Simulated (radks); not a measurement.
Values are calculated unless marked as measured or tabulated.
Valence configurations of P3+ (all share [Ne]). Level of theory: scalar-relativistic Kohn-Sham, PBE, spin-polarised, spherical densities, point nucleus; open shells are filled with parallel spins first (a radial shooting solver on a logarithmic mesh with Libxc functionals). Energies are relative to 3s2; eigenvalues in eV for spin up.

valence      E (eV)  moment (Bohr magnetons)    e(3p)    e(3s)
3s2           0.000                        0        -  -45.613
3p2          18.870                        2  -37.724        -
3s1 3p1       8.468                        2  -37.228  -47.630
3s0.5 3p1.5  13.669                        2  -37.479  -47.882
3s1.5 3p0.5   4.670                        1  -36.415  -46.736

NIST lists [Ne] 3s2 as the ground configuration; this level of theory agrees among the configurations tried. The energies are those of spherical high-spin densities, not of single terms.
